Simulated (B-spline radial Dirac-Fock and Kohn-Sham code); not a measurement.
# Dipole and non-dipole photoemission parameters of Se⁺ 3d5/2

System: Se⁺, [Ar] 3d10 4s2 4p3; threshold 74.45 eV (orbital energy of the model). These are calculated numbers from a radial atomic solver; the model is Dirac-Hartree-Slater photoionisation with a Latter tail; cross sections with all multipoles, angular parameters from the dipole term and its interference with E2.

```tsv
hν (eV)	σ (kb)	β	γ	δ
89.2	2000	0.150	-0.001	0.005
113	3670	0.084	-0.011	0.010
148	3960	0.408	-0.010	0.014
150	3950	0.424	-0.009	0.015
183	3480	0.644	-0.003	0.017
216	2830	0.793	0.006	0.020
235	2490	0.858	0.011	0.021
296	1650	1.005	0.032	0.025
312	1480	1.033	0.038	0.026
400	?	?	?	?
492	510	1.187	0.119	0.036
905	91.1	1.197	0.311	0.055
1486.9	18.5	1.083	0.523	0.084
2000	6.70	0.984	0.657	0.110
2170	5.02	0.954	0.693	0.119
3450	0.915	0.779	0.888	0.184
4000	0.520	0.724	0.944	0.211
4100	0.473	0.715	0.954	0.216
4430	0.351	0.688	0.982	0.232
5414.7	0.159	0.619	1.052	0.278
6000	0.106	0.585	1.086	0.304
7580	0.0408	0.512	1.158	0.370
9580	0.0154	0.441	1.219	0.449
9990	0.0129	0.429	1.228	0.465
15000	0.00225	0.318	1.266	0.636
```

Task: Give the values at 400 eV.

Result: σ = 852 kb, β = 1.135, γ = 0.076, δ = 0.031.
